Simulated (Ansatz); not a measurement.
Ansatz results at the PBE0-D4/def2-TZVP geometry: HOMO energy (PBE0/def2-TZVPP) -7.79 eV; size of the dipole moment (PBE/def2-TZVPP) 2.86 D; zero-point energy (PBE0-D4/def2-TZVP) 180.3 kJ/mol.

(1) Which molecule gave them?
A. `[CH3][SnH]([SiH3])[Cl]`
B. `C[O][SnH2][F]`
C. `[F][SnH]([SiH3])[Cl]`
D. `[OH][SnH3]`

## Answers

(1) A. The others give `C[O][SnH2][F]`: -8.04, 2.21, 150.0; `[OH][SnH3]`: -8.21, 1.54, 86.6; `[F][SnH]([SiH3])[Cl]`: -8.44, 3.58, 91.0.
